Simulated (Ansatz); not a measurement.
Geometry optimisation, RKS B3LYP/6-31G* (Ansatz 0.2.0).

Input file:

```yaml
crystal:
  periodic: [false, false, false]
  atoms:
    - { symbol: B, position_ang: [-0.272371, 0.536747, -0.423025] }
    - { symbol: "N", position_ang: [-0.229417, -0.023836, 2.27781] }
    - { symbol: H, position_ang: [-0.644252, -0.039629, 3.209996] }
    - { symbol: H, position_ang: [0.704843, -0.418624, 2.378606] }
    - { symbol: H, position_ang: [0.77229, -0.040217, -0.369635] }
    - { symbol: "N", position_ang: [-1.373931, -0.074472, -1.054421] }
    - { symbol: H, position_ang: [-1.34468, -1.057733, -1.281859] }
    - { symbol: H, position_ang: [-2.312316, 0.30479, -1.068523] }
    - { symbol: O, position_ang: [-0.262996, 1.86187, 0.01375] }
    - { symbol: H, position_ang: [-1.123359, 2.295542, -0.09441] }
    - { symbol: H, position_ang: [-0.086509, 0.972562, 2.030511] }
basis:
  gaussian: { orbitals: "6-31G*" }
hamiltonian:
  xc: b3lyp
relax:
  f_tol: 0.03
  max_steps: 50
output:
  orbitals: {}
```

Command:

```bash
$ ansatz run input.yaml --threads 1 --pin off --max-ram 2048MiB --backend cpu --events-out ev --progress --plain --runs-dir out
```

Where does it end, and by what steps?

The run converged. The force dipped under the threshold on the way, but the program's further checks kept it going. After 31 steps the energy has fallen by 0.410 eV; H5 moved furthest, 2.28 Å.

| step | energy less start (eV) | largest force component (eV/Å) | accepted |
| --- | --- | --- | --- |
| 0 | 0.0000 | 0.693 | yes |
| 2 | -0.0626 | 0.637 | yes |
| 4 | -0.0808 | 0.282 | yes |
| 6 | -0.0891 | 0.123 | yes |
| 8 | -0.0986 | 0.227 | yes |
| 10 | -0.0921 | 0.636 | no |
| 12 | -0.1184 | 0.075 | yes |
| 14 | -0.1276 | 0.843 | yes |
| 16 | -0.1977 | 0.138 | yes |
| 18 | -0.2398 | 0.242 | yes |
| 20 | -0.3007 | 0.978 | yes |
| 22 | -0.3635 | 0.287 | yes |
| 24 | -0.3912 | 0.207 | yes |
| 26 | -0.4010 | 0.403 | yes |
| 28 | -0.4079 | 0.130 | yes |
| 30 | -0.4091 | 0.097 | yes |
| 31 | -0.4095 | 0.025 | yes |

```xyz
11
Properties=species:S:1:pos:R:3
B -0.239 0.766 -1.142
N -0.401 0.393 2.583
H -1.050 1.047 3.021
H -0.737 -0.545 2.796
H 0.143 1.130 -2.221
N -1.328 -0.142 -1.093
H -1.782 -0.477 -1.929
H -1.728 -0.504 -0.238
O 0.406 1.248 -0.042
H 0.055 0.903 0.813
H 0.488 0.498 3.070
```

Whether the end is a true minimum wasn't checked by a vibrational analysis.

The run took 41 s on 1 thread of AMD EPYC 9R45 96-Core Processor (Zen 5), with other jobs on the host, peak memory 0.17 GiB.
